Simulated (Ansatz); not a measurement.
Ansatz (a quantum-chemistry and plane-wave program) input (CCSD(T)/def2-SVPD):

Ansatz 0.2 input:
```yaml
crystal:
  periodic: [false, false, false]
  atoms:
    - {symbol: Si, position_ang: [-0.16123536, -0.55833638, 0.02615938]}
    - {symbol: Br, position_ang: [-0.09425713, 0.49946905, -1.87339119]}
    - {symbol: Br, position_ang: [0.07407028, 0.62467080, 1.83636823]}
    - {symbol: N, position_ang: [1.50778512, -1.48488530, -0.01830073]}
    - {symbol: N, position_ang: [-1.34415379, -1.73240864, 0.11945748]}
    - {symbol: H, position_ang: [1.55734346, -2.11084823, -0.82563641]}
    - {symbol: H, position_ang: [1.63208197, -2.05525780, 0.82152187]}
    - {symbol: H, position_ang: [-1.87419372, -2.02753028, -0.68800193]}
    - {symbol: H, position_ang: [-1.79807509, -1.97091332, 0.98957287]}
    - {symbol: H, position_ang: [2.30125873, -0.84257825, -0.07598138]}
basis:
  gaussian:
    orbitals: def2-SVPD
total_charge: 1
magnetization: {spin_polarized: false}
correlation: {method: ccsd_t, electrons: outside_noble_gas}
output: {forces: true}
```

Output:

```
Functional definition: HF
integrals: 0.78 GiB planned
1799 factors; integrals over basis functions are off by at most 9.7e-4 eV
mean field: 1.76 GiB planned
mean field evaluation 1: about -150875.2637 eV, gradient 4.4e1 eV
mean field evaluation 2: about -150875.4025 eV, gradient 4.4e1 eV
mean field evaluation 4: about -150879.5777 eV, gradient 3.1e0 eV
mean field evaluation 8: about -150879.6166 eV, gradient 2.4e-1 eV
mean field evaluation 16: about -150875.2642 eV, gradient 4.4e1 eV
mean field -150879.61683777 eV, -5544.7236489107 hartree, gradient 2.7e-6 eV, S^2 0.000000; 0 other end points of the search recorded, 0 dependent functions left out
35 core orbitals not correlated
reference -150879.61683777 eV, -5544.7236489107 hartree; 16, 16 occupied and 135, 135 virtual orbitals, 1799 factors
densities: 3.21 GiB planned
second order -19.28823313 eV of doubles, -0.00000000 eV of singles
coupled cluster: 1.71 GiB planned
cycle   1  -20.02577548 eV  change   -7.4e-1 eV  update   9.2e-2
cycle   2  -20.44142235 eV  change   -4.2e-1 eV  update   2.5e-2
cycle   3  -20.52686294 eV  change   -8.5e-2 eV  update   1.2e-2
cycle   4  -20.52278853 eV  change    4.1e-3 eV  update   2.7e-3
cycle   5  -20.52226096 eV  change    5.3e-4 eV  update   1.1e-3
cycle   6  -20.52234168 eV  change   -8.1e-5 eV  update   3.3e-4
cycle   7  -20.52228357 eV  change    5.8e-5 eV  update   1.3e-4
cycle   8  -20.52227488 eV  change    8.7e-6 eV  update   4.3e-5
cycle   9  -20.52227490 eV  change   -1.8e-8 eV  update   1.4e-5
cycle  10  -20.52226841 eV  change    6.5e-6 eV  update   4.7e-6
perturbative correction -0.65167777 eV, -0.0239487162 hartree
the calculation of the forces begins
Total energy: -150900.79078395 eV, -5545.5017770805 hartree
Atom 0 at    -0.161235    -0.558336     0.026159 Å, force     0.237015     0.422853    -0.025025 eV/Å
Atom 1 at    -0.094257     0.499469    -1.873391 Å, force     0.039369     0.136265    -0.239879 eV/Å
Atom 2 at     0.074070     0.624671     1.836368 Å, force     0.060491     0.151975     0.225620 eV/Å
Atom 3 at     1.507785    -1.484885    -0.018301 Å, force    -0.087311     0.105787     0.000391 eV/Å
Atom 4 at    -1.344154    -1.732409     0.119457 Å, force    -0.306261    -0.339451     0.025353 eV/Å
Atom 5 at     1.557343    -2.110848    -0.825636 Å, force     0.047767    -0.192130    -0.211258 eV/Å
Atom 6 at     1.632082    -2.055258     0.821522 Å, force     0.067268    -0.177625     0.218517 eV/Å
Atom 7 at    -1.874194    -2.027530    -0.688002 Å, force    -0.172501    -0.137237    -0.276874 eV/Å
Atom 8 at    -1.798075    -1.970913     0.989573 Å, force    -0.146328    -0.117770     0.299947 eV/Å
Atom 9 at     2.301259    -0.842578    -0.075981 Å, force     0.260492     0.147332    -0.016792 eV/Å
Dipole moment:     0.611957    -1.293524     0.015888 e Å
```

It need not be the lowest isomer of its formula.
